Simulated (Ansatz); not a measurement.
Mulliken charges of ClFH$_{2}$O$_{2}$Si (`O[Si](O)(F)Cl`) from ωB97M-V/def2-TZVPP in Ansatz (PBE0-D4/def2-TZVP geometry).

| atom | x (Å) | y (Å) | z (Å) | charge (e) |
| --- | --- | --- | --- | --- |
| O1 | -1.289 | -0.397 | 0.164 | -0.361 |
| Si2 | 0.175 | 0.258 | -0.061 | 0.809 |
| O3 | 1.298 | -0.830 | 0.329 | -0.353 |
| F4 | 0.314 | 0.717 | -1.572 | -0.286 |
| Cl5 | 0.480 | 1.918 | 1.056 | -0.194 |
| H6 | -2.067 | 0.091 | -0.111 | 0.191 |
| H7 | 1.090 | -1.756 | 0.194 | 0.193 |

Q: By hand: the dipole of these point charges (1 e Å = 4.8032 D).

A: Σ q r = (-0.219, -0.254, 0.036) e Å, of length 0.337 e Å = 1.62 D.

Q: How does the dipole of the full density compare? (Estimate.)

A: Computed: (-0.356, -0.271, -0.052) e Å, 2.16 D; the point charges give 0.75 times that, at 17° from its direction.

Point charges leave out the atoms' own dipoles, such as those of lone pairs, and Mulliken's split depends on the basis, so the two needn't agree.
